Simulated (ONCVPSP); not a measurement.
# K: ONCV pseudisation with PBEsol, scalar-relativistic reference atom.

Input for ONCVPSP 4.0.1:

```
# ATOM AND REFERENCE CONFIGURATION
# atsym  z   nc   nv     iexc    psfile
  K 19.00    4    2  -116133      upf
#
#   n    l    f
    1    0    2.00
    2    0    2.00
    2    1    6.00
    3    0    2.00
    3    1    6.00
    4    0    1.00
#
# PSEUDOPOTENTIAL AND OPTIMIZATION
# lmax
    2
#
#   l,   rc,      ep,       ncon, nbas, qcut
    0    4.00    0.00    3    7    1.60
    1    1.30    0.00    4    8    6.70
    2    4.00    0.38    4    7    2.30
#
# LOCAL POTENTIAL
# lloc, lpopt,  rc(5),   dvloc0
    4    5    1.10    2.00
#
# VANDERBILT-KLEINMAN-BYLANDER PROJECTORs
# l, nproj, debl
    0    3    1.60
    1    2    3.20
    2    3    3.50
#
# MODEL CORE CHARGE
# icmod, fcfact, rcfact
    2    0.35    1.10
#
# LOG DERIVATIVE ANALYSIS
# epsh1, epsh2, depsh
   -2.00    5.00    0.02
#
# OUTPUT GRID
# rlmax, drl
    6.00    0.01
#
# TEST CONFIGURATIONS
# ncnf
    4
# nvcnf
#   n    l    f
    2
    3    1    6.00
    4    0    0.00
#
    2
    3    1    6.00
    4    0    0.50
#
    3
    3    1    6.00
    4    0    0.00
    4    1    1.00
#
    2
    3    1    5.00
    4    0    1.00
#
```

Command:

```bash
oncvpsp.x < K.dat > K.out
```

Output (shortened: citation, most of the input echo, consistency checks and plot data are left out):

```
ONCVPSP  (Optimized Norm-Conservinng Vanderbilt PSeudopotential)
scalar-relativistic version 4.0.1

#   n    l    f        energy (Ha)
    1    0    2.00    -1.2925528E+02
    2    0    2.00    -1.2967454E+01
    2    1    6.00    -1.0286205E+01
    3    0    2.00    -1.2960392E+00
    3    1    6.00    -6.9078327E-01
    4    0    1.00    -8.4573500E-02

Reference configufation results
  iterations    25
  all-electron total energy (Ha)   -6.01284626D+02

Begin loop to  construct optimized pseudo wave functions
and semi-local pseudopoentials for all angular momenta

   Wellstate for l =  0  n =  7
     eigenvalue =   1.5154
     asymptotic potential =   2.0154
     half-point radius =  7.1879

   Wellstate for l =  0  n =  9
     eigenvalue =   3.1154
     asymptotic potential =   3.6154
     half-point radius =  7.2416

Calculating optimized projector #   1

 for l=   0

    Fraction of norm inside rc  0.329459
    Optimizing pswf for qcut=   1.60 a_B^-1,  ecut=   1.28 Ha
    Residual kinetic energy error=  1.70D-04 Ha

    Energy error per electron        Cutoff
         Ha          eV             Ha
         0.01000     0.27211        0.14
         0.00100     0.02721        0.83
         0.00010     0.00272        1.91
         0.00001     0.00027        8.34

Calculating optimized projector #   2

 for l=   0

    Fraction of norm inside rc  0.249366
    Optimizing pswf for qcut=   1.60 a_B^-1,  ecut=   1.28 Ha
    Residual kinetic energy error=  1.57D-01 Ha

    Energy error per electron        Cutoff
         Ha          eV             Ha
         0.01000     0.27211        6.29
         0.00100     0.02721       12.08
         0.00010     0.00272       23.50
         0.00001     0.00027       50.00

Calculating optimized projector #   3

 for l=   0

    Fraction of norm inside rc  0.168844
    Optimizing pswf for qcut=   1.60 a_B^-1,  ecut=   1.28 Ha
    Residual kinetic energy error=  8.70D-01 Ha

    Energy error per electron        Cutoff
         Ha          eV             Ha
         0.01000     0.27211        5.58
         0.00100     0.02721        9.51
         0.00010     0.00272       14.01
         0.00001     0.00027       27.66

   Wellstate for l =  1  n =  5
     eigenvalue =   2.5092
     asymptotic potential =   3.0092
     half-point radius =  3.1124

Calculating optimized projector #   1

 for l=   1

    Fraction of norm inside rc  0.468004
    Optimizing pswf for qcut=   6.69 a_B^-1,  ecut=  22.37 Ha
    Residual kinetic energy error=  2.10D-04 Ha

    Energy error per electron        Cutoff
         Ha          eV             Ha
         0.01000     0.27211        8.44
         0.00100     0.02721       11.71
         0.00010     0.00272       37.93
         0.00001     0.00027      113.08

Calculating optimized projector #   2

 for l=   1

    Fraction of norm inside rc  0.076279
    Optimizing pswf for qcut=   6.69 a_B^-1,  ecut=  22.37 Ha
    Residual kinetic energy error=  2.20D-04 Ha

    Energy error per electron        Cutoff
         Ha          eV             Ha
         0.01000     0.27211        9.27
         0.00100     0.02721       12.24
         0.00010     0.00272       26.25
         0.00001     0.00027       71.47

   Wellstate for l =  2  n =  5
     eigenvalue =   0.3800
     asymptotic potential =   0.8800
     half-point radius = 10.7103

   Wellstate for l =  2  n =  9
     eigenvalue =   3.8800
     asymptotic potential =   4.3800
     half-point radius =  6.7930

   Wellstate for l =  2  n = 11
     eigenvalue =   7.3800
     asymptotic potential =   7.8800
     half-point radius =  6.2258

Calculating optimized projector #   1

 for l=   2

    Fraction of norm inside rc  0.215524
    Optimizing pswf for qcut=   2.30 a_B^-1,  ecut=   2.64 Ha
    Residual kinetic energy error=  2.32D-02 Ha

    Energy error per electron        Cutoff
         Ha          eV             Ha
         0.01000     0.27211        4.61
         0.00100     0.02721       10.15
         0.00010     0.00272       12.47
         0.00001     0.00027       19.71

Calculating optimized projector #   2

 for l=   2

    Fraction of norm inside rc  0.204908
    Optimizing pswf for qcut=   2.30 a_B^-1,  ecut=   2.64 Ha
    Residual kinetic energy error=  4.98D-01 Ha

    Energy error per electron        Cutoff
         Ha          eV             Ha
         0.01000     0.27211       14.28
         0.00100     0.02721       18.78
         0.00010     0.00272       28.42
         0.00001     0.00027       46.65

Calculating optimized projector #   3

 for l=   2

    Fraction of norm inside rc  0.177931
    Optimizing pswf for qcut=   2.30 a_B^-1,  ecut=   2.64 Ha
    Residual kinetic energy error=  1.59D+00 Ha

    Energy error per electron        Cutoff
         Ha          eV             Ha
         0.01000     0.27211       18.72
         0.00100     0.02721       23.22
         0.00010     0.00272       37.74
         0.00001     0.00027       65.52

Construct Vanderbilt / Kleinmman-Bylander projectors

B matrix Hermiticity error, ll=   0
   1   2    1.4354E-05
   1   3    2.5229E-05
   2   3   -4.2834E-05

  Orthonormal projector coefficients  5.8024E+00  2.3441E+00  5.2947E-01

B matrix Hermiticity error, ll=   1
   1   2   -2.3519E-04

  Orthonormal projector coefficients  3.5180E+00  6.5582E-01

B matrix Hermiticity error, ll=   2
   1   2   -3.0314E-05
   1   3   -1.9321E-05
   2   3   -6.9791E-06

  Orthonormal projector coefficients  5.9470E+00  5.1020E+00  1.4348E+00

Model core correction analysis
  based on d2Exc/dn_idn_j

d2excae - all-electron derivatives

   -3.069443D-02   -2.509229D-03
   -2.507113D-03   -3.893790D-02

d2excps - pseudofunction derivatives with no core correction

   -3.986229D-02   -2.807990D-03
   -2.805648D-03   -3.888579D-02

rms 2nd derivative error    4.588862E-03

amplitude prefactor, scale prefactor
    1.0813    2.4301

d2excps - pseudofunction derivatives with core correction

   -3.179495D-02   -2.633061D-03
   -2.630611D-03   -3.880421D-02

rms 2nd derivative error    5.611579E-04

Pseudoatom total energy  -16.443125

Diagnostic tests using Vanderbilt-Kleinman-Bylander pseudopotentials
  1 or more projectors used as specified by nproj input data

   l    rcore       rmatch      e in        delta e   norm test  slope test

   0   4.0104023   4.1321668  -0.0845735   0.0000083   1.0000670   0.9965611
   0   4.0104023   4.1321668   1.5154265   0.0002910   1.0002118   1.0002118
   0   4.0104023   4.1321668   3.1154265  -0.0001911   0.9999164   0.9999164

   1   1.3024695   1.3420153  -0.6907833  -0.0000066   1.0000610   1.0000933
   1   1.3024695   1.3420153   2.5092167   0.0000064   1.0002838   1.0002838

run_diag: lschvkbbe ERROR   1   4   2  60  3.79999999E-01  4.67999998E-01
   2   4.0104023   4.1321668   0.3800000   0.0880000   0.3394493   1.7628374
   2   4.0104023   4.1321668   3.8800000   0.0621507   0.6016286   0.6016286
run_diag: lschvkbbe ERROR   3   7   2  60  7.38000000E+00  8.16800000E+00
   2   4.0104023   4.1321668   7.3800000   0.7880000   0.2855623  80.5081495

 Testing for bound ghosts
   n   l    E NL Schr. Eq   E Basis Diag.   E Cutoff

   1   0       -0.084565       -0.083352     16.19

   2   1       -0.690790       -0.683632    177.71

 Testing for highly-localized positive-energy ghosts
       l    <radius>/rc     E Basis Diag.   E Cutoff

       0        0.479417        0.798036     16.19  WARNING - GHOST(+)

       2        0.539781        3.896760     21.19  WARNING - GHOST(+)

       2        0.903374        6.913435     21.19  WARNING - GHOST(+)

Test configuration 0

   n   l     f        eae           eps        diff
   1   0  2.0000 -129.25527904
   2   0  2.0000  -12.96745370
   2   1  6.0000  -10.28620503
   3   0  2.0000   -1.29603918
   3   1  6.0000   -0.69078327   -0.69078988   -6.61D-06
   4   0  1.0000   -0.08457350   -0.08456516    8.34D-06

    Total energies and differences
      AE_ref= -6.01284626D+02  AE_tst= -6.01284626D+02  dif=  0.00D+00
      PS_ref= -1.64431247D+01  PS_tst= -1.64431247D+01  dif= -3.20D-14
      PSP excitation error=  3.20D-14

Test configuration 1

   n   l     f        eae           eps        diff
   1   0  2.0000 -129.48051461
   2   0  2.0000  -13.19228426
   2   1  6.0000  -10.51103545
   3   0  2.0000   -1.51914724
   3   1  6.0000   -0.91246695   -0.91191359    5.53D-04

    Total energies and differences
      AE_ref= -6.01284626D+02  AE_tst= -6.01129646D+02  dif=  1.55D-01
      PS_ref= -1.64431247D+01  PS_tst= -1.62882322D+01  dif=  1.55D-01
      PSP excitation error=  8.74D-05

Test configuration 2

   n   l     f        eae           eps        diff
   1   0  2.0000 -129.35943012
   2   0  2.0000  -13.07142395
   2   1  6.0000  -10.39018018
   3   0  2.0000   -1.39933317
   3   1  6.0000   -0.79362445   -0.79327716    3.47D-04
   4   0  0.5000   -0.15429955   -0.15422118    7.84D-05

    Total energies and differences
      AE_ref= -6.01284626D+02  AE_tst= -6.01225063D+02  dif=  5.96D-02
      PS_ref= -1.64431247D+01  PS_tst= -1.63835714D+01  dif=  5.96D-02
      PSP excitation error=  9.69D-06

Test configuration 3

   n   l     f        eae           eps        diff
   1   0  2.0000 -129.31072195
   2   0  2.0000  -13.02299260
   2   1  6.0000  -10.34168397
   3   0  2.0000   -1.35123324
   3   1  6.0000   -0.74512200   -0.74461303    5.09D-04
   4   1  1.0000   -0.05021149   -0.05017115    4.03D-05

    Total energies and differences
      AE_ref= -6.01284626D+02  AE_tst= -6.01228854D+02  dif=  5.58D-02
      PS_ref= -1.64431247D+01  PS_tst= -1.63872686D+01  dif=  5.59D-02
      PSP excitation error= -8.49D-05

Test configuration 4

   n   l     f        eae           eps        diff
   1   0  2.0000 -129.83398259
   2   0  2.0000  -13.52640298
   2   1  6.0000  -10.84766201
   3   0  2.0000   -1.77649495
   3   1  5.0000   -1.15266803   -1.15767592   -5.01D-03
   4   0  1.0000   -0.31557152   -0.31460711    9.64D-04

    Total energies and differences
      AE_ref= -6.01284626D+02  AE_tst= -6.00369706D+02  dif=  9.15D-01
      PS_ref= -1.64431247D+01  PS_tst= -1.55251758D+01  dif=  9.18D-01
      PSP excitation error= -3.03D-03
```

The run took about 5.8 s on one core of a shared server CPU.
